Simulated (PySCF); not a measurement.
Species: `N#C[C@@H]1CC[SiH2][C@H]1CF`. The columns A, B, C and D hold Mulliken, IAO, Hirshfeld and ESP-fitted charges (e) of one PBE0/pcSseg-1 density (PySCF), in a shuffled order. Coordinates in Å (GFN2-xTB); the density's dipole moment is (-1.64, -3.22, 0.15) D.

```tsv
atom	x	y	z	A	B	C	D
N1	0.743	3.247	0.769	-0.247	-0.257	-0.447	-0.235
C2	0.393	2.254	0.321	+0.155	+0.138	+0.225	+0.086
C3	-0.026	0.979	-0.200	-0.314	-0.149	+0.125	-0.009
C4	-1.528	0.744	0.008	-0.138	-0.240	-0.103	-0.059
C5	-1.837	-0.693	-0.417	-0.515	-0.543	-0.330	-0.156
Si6	-0.339	-1.717	0.167	+0.700	+0.735	+0.388	+0.346
C7	0.746	-0.164	0.492	-0.574	-0.385	-0.054	-0.112
C8	2.170	-0.258	-0.023	+0.243	+0.044	-0.060	+0.023
F9	2.176	-0.648	-1.345	-0.341	-0.333	-0.231	-0.112
H10	0.196	0.952	-1.274	+0.173	+0.171	+0.076	+0.057
H11	-2.114	1.471	-0.559	+0.144	+0.149	+0.061	+0.048
H12	-1.764	0.878	1.066	+0.132	+0.141	+0.069	+0.044
H13	-2.789	-1.019	-0.004	+0.149	+0.156	+0.108	+0.044
H14	-1.933	-0.741	-1.503	+0.151	+0.151	+0.098	+0.043
H15	-0.565	-2.439	1.422	-0.072	-0.118	-0.112	-0.076
H16	0.220	-2.579	-0.868	-0.051	-0.104	-0.079	-0.071
H17	0.808	0.051	1.563	+0.161	+0.157	+0.051	+0.047
H18	2.692	0.705	0.019	+0.126	+0.145	+0.109	+0.044
H19	2.742	-1.013	0.526	+0.116	+0.142	+0.106	+0.048
```

Problem. Which column most likely holds the ESP-fitted charges?

Solution. C. Σ q r misses the density's dipole by 0.01 D (C), 0.75 D (D), 1.61 D (B), 1.87 D (A). Charges fitted to the outside potential are the only set here that is tied to the molecule's multipoles.

Problem. And the Hirshfeld charges?

Solution. D. The mean sizes are 0.087 e (D), 0.149 e (C), 0.224 e (B), 0.237 e (A), and Hirshfeld charges are commonly the smallest of these schemes.

As computed, A = Mulliken, B = IAO, C = ESP-fitted, D = Hirshfeld. Hydrogens on carbon: Mulliken +0.12 to +0.17, IAO +0.14 to +0.17, ESP-fitted +0.05 to +0.11, Hirshfeld +0.04 to +0.06 e.

The Hirshfeld scheme divides the density at each point in proportion to the densities of the neutral, spherically averaged free atoms. The IAO scheme projects the occupied orbitals on a minimal set of polarised atomic orbitals and counts the electrons in each atom's part of it.

Geometry: GFN2-xTB, one conformer, isolated molecule.
